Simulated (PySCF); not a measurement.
## Calculated NMR data

[PySCF 2.14: GFN2-xTB geometry; σ from GIAO-PBE0/pcSseg-1; relativity neglected; in vacuum; averaged over atoms made equivalent by symmetry, fast rotation or ring inversion; a single conformation]

δ = σ(ref) − σ, references computed at the same level: TMS for ¹H, ¹³C. Splittings of carbon signals by F and P are missing where no couplings were computed. Where no couplings were computed, multiplicities follow the n + 1 count of equivalent neighbours, and m marks all less simple cases (inequivalent or close neighbours, rings, F or P nearby). Shifts are as computed. Against solution values, carbons near 30 ppm lie about +3 ppm off and those near 130 ppm about +5 ppm. Of 1211 compounds with measured shifts, 218 miss one by over three times the rms of a fit or turn the order of signals round; such compounds aren't used in these exercises.

**1.** `CC/C(C)=C(/C)OC(C)=O`, C₈H₁₄O₂. ¹H NMR (400 MHz, computed): δ 2.16 (s, 3H), 2.02 (q, 2H), 1.93 (s, 3H), 1.83 (s, 3H), 0.99 (t, 3H). ¹³C{¹H} NMR (computed): δ 176.4, 148.9, 133.6, 31.3, 23.1, 18.8, 18.8, 13.3.

**2.** SMILES O=C(F)c1ccccc1F, C₇H₄F₂O. ¹H NMR (400 MHz, computed): δ 8.60 (m, 1H), 7.95 (m, 1H), 7.58 (m, 1H), 7.49 (m, 1H). ¹³C{¹H} NMR (computed): δ 174.1, 165.0, 143.7, 143.0, 129.5, 123.5, 117.9.
